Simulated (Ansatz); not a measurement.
Cartesian coordinates in Å:
```
B 0.286 1.038 1.562
N 0.233 0.494 0.337
C 0.182 -0.025 -0.836
C -0.495 -1.206 -1.128
H -0.559 1.824 1.895
H 1.178 0.729 2.306
H 0.698 0.488 -1.652
H -0.505 -1.600 -2.136
H -1.018 -1.742 -0.347
```

Total charge 0; spin multiplicity 2.

**Question.** List the B3LYP/def2-TZVPP orbital energies in eV (Ansatz 0.2.0). (Estimate.)

**Answer.** Ansatz gave: α occupied: -390.11, -278.58, -277.82, -183.19, -25.30, -20.67, -17.17, -14.70, -13.17, -11.66, -11.55, -11.15, -9.05, -7.91, -6.54. α empty: -0.09, -0.04, 1.39, 2.05, 2.18, 2.52, 2.84, 3.17. β occupied: -389.85, -278.66, -277.55, -183.21, -24.86, -20.07, -16.93, -14.62, -13.00, -11.49, -10.97, -10.72, -8.50, -7.67. β empty: -3.44, -0.06, 0.60, 1.44, 2.14, 2.21, 2.54, 2.87. ⟨S²⟩ = 0.775.

B3LYP here is the variant with VWN-RPA as its local correlation; programs differ in this.
